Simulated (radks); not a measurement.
Q: All-electron atom: Hg3+ in [Kr] 4d10 4f14 5s2 5p5 5d9 6s1 (not the ground configuration). Calculated with a radial shooting solver on a logarithmic mesh with Libxc functionals: scalar-relativistic Kohn-Sham, LDA (Slater exchange, Perdew-Wang correlation), spin-polarised, spherical densities, finite nucleus; open shells are filled with parallel spins first (spin-orbit coupling, left out, can overturn this in heavy ions); Fermi nuclear charge, rms radius 5.4648 fm. Some entries of the table are withheld. Estimate them.

orbital  occ.  eigenvalue (hartree)  r(max) (bohr)
1s up       1             -3054.332        0.01024
1s down     1             -3054.325        0.01024
2s up       1             -542.7007        0.05920
2s down     1             -542.6931        0.05920
2p up       3             -468.5756        0.04907
2p down     3             -468.5674        0.04907
3s up       1             -129.9508         0.1669
3s down     1             -129.9444         0.1669
3p up       3             -108.5233         0.1664
3p down     3             -108.5164         0.1665
3d up       5             -85.88694         0.1354
3d down     5             -85.87949         0.1355
4s up       1             -29.74787         0.3759
4s down     1             -29.73642         0.3759
4p up       3             -22.71641         0.3959
4p down     3             -22.70420         0.3959
4d up       5             -14.35665         0.4028
4d down     5             -14.34239         0.4028
5s up       1              -5.86387         0.8249
5s down     1              -5.80714         0.8240
4f up       7              -5.08012         0.3658
4f down     7              -5.06194         0.3657
5p up       3              -3.93606         0.9221
5p down     2              -3.87551         0.9212
5d up       5              -1.75115          1.128
5d down     4              -1.69045          1.129
6s up       1              -1.36310          1.955
6s down     0              -1.31334          1.960
6p up       0              -0.96352          2.358
6p down     0              -0.92185          2.380
7s up       0              -0.53856          4.269
6d up       0              -0.53460            (1)
7s down     0              -0.52608          4.348
6d down     0              -0.51311            (2)
5f up       0              -0.40271          2.993
5f down     0              -0.37728          3.255

A: 
(1) 6d up r(max) (bohr): 3.369
(2) 6d down r(max) (bohr): 3.468
